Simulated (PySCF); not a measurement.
A geometry optimisation on 3-pyridinecarboxaldehyde (`O=CC1=CC=CN=C1`).

Method: PBE0-D3(BJ)/def2-SVP geometry optimisation, gas phase (PySCF 2.14.0). Start geometry: GFN2-xTB. The input is one job of a driver script: a line of settings, then coordinates in Å.

Input:
```
{"job": {"xc": "PBE0", "basis": "def2-SVP", "d3": "d3bj", "grid": 2, "kind": "geom"}, "charge": 0, "multiplicity": 1}
O     -2.527124     1.645650    -0.253321
C     -2.148931     0.507621    -0.155574
C     -0.744299     0.091081    -0.048413
C      0.286527     1.034069    -0.053675
C      1.592556     0.593738     0.047891
C      1.818709    -0.773612     0.149996
N      0.851090    -1.676196     0.157529
C     -0.394384    -1.256147     0.061784
H     -2.863848    -0.338825    -0.139555
H      0.039762     2.082630    -0.136318
H      2.418140     1.287991     0.048347
H      2.822140    -1.170285     0.230415
H     -1.154726    -2.027229     0.073167
```

**Question.** Estimate the output.

**Answer.** 
```
step   0  E = -360.93934676  max force = 0.010427
step   1  E = -360.94049516  max force = 0.001609
step   2  E = -360.94049733  max force = 0.001031
step   3  E = -360.94050326  max force = 0.000320
optimisation converged
```

Energies in Eh; «max force» is the largest Cartesian gradient component in Eh/bohr.

**Question.** Give the first gradient maximum in eV/Å.

**Answer.** With 1 Eh/bohr = 51.422 eV/Å, 0.536 eV/Å.

**Question.** How much energy does the optimisation release, in kJ/mol?

**Answer.** E(step 0) − E(last step) = 0.001157 Eh, which is 3.0 kJ/mol.

Main results: final energy -360.94050 Eh after 3 steps; dipole 1.54 D.

**Question.** Where do the atoms end?

**Answer.** 0.017 Å rms from the input after alignment:
```
atom  x, y, z in Å
O1    -2.5692    1.6671   -0.2635
C2    -2.2022    0.5232   -0.1698
C3    -0.7864    0.1101   -0.0673
C4     0.2394    1.0617   -0.0749
C5     1.5499    0.6189    0.0246
C6     1.7801   -0.7576    0.1277
N7     0.8135   -1.6720    0.1358
C8    -0.4393   -1.2403    0.0400
H9    -2.9372   -0.3215   -0.1544
H10   -0.0213    2.1198   -0.1585
H11    2.3888    1.3178    0.0236
H12    2.8060   -1.1354    0.2080
H13   -1.2267   -2.0053    0.0479
```

The run took 25 s of wall time on Arm Neoverse V2, one thread, shared host with 96 logical CPUs at a one-minute load of 24, and the process peaked at 0.69 GiB of memory.
Labels such as C1 count atoms from 1, the log's own numbers from 0.
